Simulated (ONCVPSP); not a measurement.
Before and after: ONCV potential for Ir (Z = 77)

| Item | Value |
| --- | --- |
| Element | Ir |
| Generator | ONCVPSP 4.0.1 |
| Type | optimised norm-conserving Vanderbilt (ONCV) |
| Functional | PBEsol |
| Relativity | fully relativistic |
| Frozen core | [Kr] 4d10 |
| Valence charge | 31 |
| Reference configuration | 4f13 5s2 5p6 5d8 6s2 |
| Partial waves | 5s+6s: rc 1.35 bohr, ncon 3, nbas 6, qcut 7.7 1/bohr, 2 projectors; 5p: rc 1.30 bohr, ncon 3, nbas 7, qcut 6.1 1/bohr, 2 projectors, debl 3.1 Ha; 5d: rc 2.00 bohr, ncon 3, nbas 8, qcut 6.9 1/bohr, 1 projector; 4f: rc 1.05 bohr, ncon 4, nbas 8, qcut 19 1/bohr, 1 projector |
| Local potential | polynomial inside 0.95 bohr (lpopt 4, dvloc0 -1 Ha) |
| Core correction | polynomial model core, fcfact 0.2 |

Open shells are filled in proportion to 2j + 1.

Change: all radii but the core radius scaled by about 1.11 (s 1.50, p 1.44, d 2.20, f 1.16 bohr); local potential polynomial inside 1.04 bohr (lpopt 4, dvloc0 -1 Ha).

Cutoffs: the cutoffs (Ha) at which the residual kinetic energy of the hardest occupied pseudo-wave falls to 1 and 0.1 mHa per electron; they do not see the model core or the augmentation charge, which bear on the density cutoff. Errors are all-electron minus pseudo energies relative to the spin-unpolarised reference configuration.

How do hardness, ghosts and transferability respond?

The potential gets softer (144 Ha and 156 Ha → 131 Ha and 144 Ha); of the 4 tests that both files solve, the error grows in 4 and shrinks in 0 by more than 15 % and 0.3 meV (median size 126.9 → 378.2 meV); neither file shows a bound ghost. A larger radius leaves more room for a smooth pseudo-wave, so fewer plane waves are needed. More of the atom is replaced by a form fitted at one configuration, so other configurations suffer.

| quantity | base | changed |
| --- | --- | --- |
| cutoff, loose | 144 Ha | 131 Ha |
| cutoff, tight | 156 Ha | 144 Ha |
| loose cutoff by channel | s 25 Ha, p 60 Ha, d 17 Ha, f 144 Ha | s 23 Ha, p 15 Ha, d 16 Ha, f 131 Ha |
| bound ghosts | none | none |
| GHOST(+) flags under 300 eV | s at 158.9 eV | s at 189.4 eV |
| error for 4f14 5s2 5p6 5d7 6s2, meV [ΔE -59.53 eV] | +66 | +305 |
| error for 4f14 5s2 5p6 5d7 6s1, meV [ΔE -49.59 eV] | +139 | +392 |
| error for 4f14 5s2 5p6 5d7 6s0, meV [ΔE -32.09 eV] | +231 | +506 |
| error for 4f14 5s2 5p6 5d7 6s1 6p1, meV [ΔE -54.20 eV] | +115 | +365 |
| rms error of d²Exc/dni dnj with the model core, mHa | 3.78 | 3.73 |
